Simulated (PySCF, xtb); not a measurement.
C2H5S, SMILES CC[S], multiplicity 2.

Harmonic wavenumbers (cm⁻¹) from GFN2-xTB (xtb) at its own minimum, in rising order: 212, 300, 704, 761, 993, 1014, 1065, 1209, 1238, 1403, 1421, 1484, 1492, 2960, 2970, 3024, 3042, 3049.

What does PBE-D3(BJ)/def2-TZVP in PySCF 2.14.0 give at its own minimum? (The exact figures need the calculation; the answer reports its results.)

211, 323, 450, 665, 866, 954, 1043, 1202, 1221, 1357, 1365, 1435, 1443, 2933, 2947, 2969, 3040, 3059. Paired by order, the mean absolute difference is 51 cm⁻¹ and the zero-point energies are 40.5 and 39.3 kcal/mol.
